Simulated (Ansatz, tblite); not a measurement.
Cost and result up the ladder for Pt₃H₂⁺ (the lowest doublet isomer of a short search) (5 atoms). Total charge 1; doublet. Geometry: PBE0-D4/def2-TZVP.

```xyz
5

Pt    0.382   -0.194   -1.289
Pt    0.346    0.719    1.100
Pt   -1.351   -0.976    0.352
H     1.209   -0.419    1.571
H    -0.585    0.870   -1.734
```

Ansatz on 2 threads of Intel Xeon 6975P-C on a shared host; xTB runs through tblite on one thread. Times are rough, summed over both states, and most runs start from the orbitals of an earlier one. ωB97M-V/def2-TZVP serves as the yardstick here, not as an exact answer. The other state is a quartet at its own geometry.

In the def2 sets Pt takes a core potential; there is no spin–orbit coupling. The xTB rows come from tblite. Correlated methods freeze no core orbitals; core or outer-core shells of Pt are correlated, in sets that lack core-valence functions. The structure comes from a short search, and lower isomers may exist.

Run but left out: HF/def2-SVP, MP2/def2-SVP, CCSD/def2-SVP, CCSD(T)/def2-SVP (flagged by the program: other amplitudes); HF/def2-TZVP (quartet: a determinant that CCSD turns far, T1 0.110); MP2/def2-TZVP (doublet: ⟨S²⟩ 1.02, where a pure state has 0.75).

Correlated methods converge slowly with the basis.

xTB has no spin-polarisation term.

```
                             level  functions  wall time  quartet − doublet (eV)  difference from ωB97M-V/def2-TZVP (eV)
                          GFN1-xTB         31    0.007 s                    0.57                                   -0.35
                          GFN2-xTB         29    0.007 s                    0.38                                   -0.54
               revPBE-D4/def2-TZVP        132      7.3 s                    0.65                                   -0.27
    PBE-D4/def2-TZVP (with forces)        132        8 s                    0.64                                   -0.28
                 BLYP-D4/def2-TZVP        132      9.1 s                    0.61                                   -0.31
                 RPA@PBE/def2-TZVP        132       14 s                    0.58                                   -0.34
               r2SCAN-D4/def2-TZVP        132       15 s                    0.52                                   -0.39
                 PBE0-D4/def2-TZVP        132       16 s                    0.73                                   -0.19
            CAM-B3LYP-D4/def2-TZVP        132       25 s                    0.75                                   -0.17
r2SCAN0-D4/def2-TZVP (with forces)        132       35 s                    0.59                                   -0.33
                  B97M-V/def2-TZVP        132       37 s                    0.61                                   -0.31
                 ωB97X-V/def2-TZVP        132       75 s                    0.90                                   -0.02
                 ωB97M-V/def2-TZVP        132       92 s                    0.92                                    0.00
```
